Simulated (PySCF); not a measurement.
TPSS on P (phosphorus, neutral), [Ne] 3s2 3p2 3d1, one real determinant (an excited configuration). All numbers are calculated (PySCF 2.14, the spin-free X2C one-electron Hamiltonian (Gaussian nucleus), in x2c-TZVPPall with one added diffuse shell each of s, p, d type (6s6p4d1f, 51 functions)).

```
cycle= 1 E= -341.782485390984  delta_E= -0.00549  |g|= 0.0163  |ddm|= 0.461
cycle= 2 E= -341.782412170322  delta_E= 7.32e-05  |g|= 0.00637  |ddm|= 0.208
cycle= 3 E= -341.782385819209  delta_E= 2.64e-05  |g|= 0.00175  |ddm|= 0.0709
cycle= 4 E= -341.782386119518  delta_E= -3e-07  |g|= 0.00028  |ddm|= 0.00536
cycle= 5 E= -341.782386144461  delta_E= -2.49e-08  |g|= 2.71e-05  |ddm|= 0.000446
cycle= 6 E= -341.782386144774  delta_E= -3.14e-10  |g|= 4.24e-06  |ddm|= 0.00019
converged SCF energy = -341.782386144774  <S^2> = 3.7516797  2S+1 = 4.0008397
```

Highest occupied orbital energy: 0.555 eV; ⟨L²⟩ = 7.92; populations by l: s 6.01, p 8.00, d 0.99, f 0.00.

Can this result be used?

Not for this state. The calculation finished and met its thresholds. ⟨L²⟩ = 7.92 against 12 for a pure F term, so this real determinant mixes terms. The outer electron is Rydberg-like, and this basis confines it to a smaller radius and binds it less than a complete one would. At TPSS the highest occupied level has a positive energy, so only the finite basis holds that electron; for this excited configuration the basis is too tight for the outer shell.
